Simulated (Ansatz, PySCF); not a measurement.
H5NOSiTe, SMILES N[Te]O[SiH3].

Geometry optimised at B3LYP-D3(BJ)/def2-SVP. The def2 effective core potentials stand for the cores of Te; spin–orbit coupling is left out. The values are those of a single conformer.

Vertical ionisation energy (IE) and electron affinity (EA) in eV. Rows of orbital energies are one-electron estimates. Where ΔSCF, EOM or ADC give a negative EA the extra electron is unbound and the value depends on the basis.

```
level                                                                  IE     EA
-------------------------------------------------------------------  ----  -----
−ε(HOMO), −ε(LUMO), HF/def2-TZVP (PySCF)                             8.77  -1.69
−ε(HOMO), −ε(LUMO), PBE/def2-TZVP (PySCF)                            5.15   2.47
ΔSCF, PBE0/def2-SVPD (Ansatz), final states of multiplicity 2 and 2     …      …
ΔSCF, PBE/def2-SVPD (Ansatz), final states of multiplicity 2 and 2   8.24   0.11
```

Q: Some entries are withheld; supply them. (Estimate from the structure and the level; the computed values follow.)

A: 
- ΔSCF, PBE0/def2-SVPD (Ansatz, a quantum-chemistry and plane-wave program), final states of multiplicity 2 and 2, IE: 8.42
- ΔSCF, PBE0/def2-SVPD (Ansatz), final states of multiplicity 2 and 2, EA: 0.06

Q: What vertical singlet–triplet gap does ΔSCF give with PBE0/def2-SVPD (Ansatz) and with PBE/def2-SVPD (Ansatz)? (The exact figures need the calculation; the answer reports its results.)

A: 2.47 and 2.43 eV (triplet above singlet where positive).
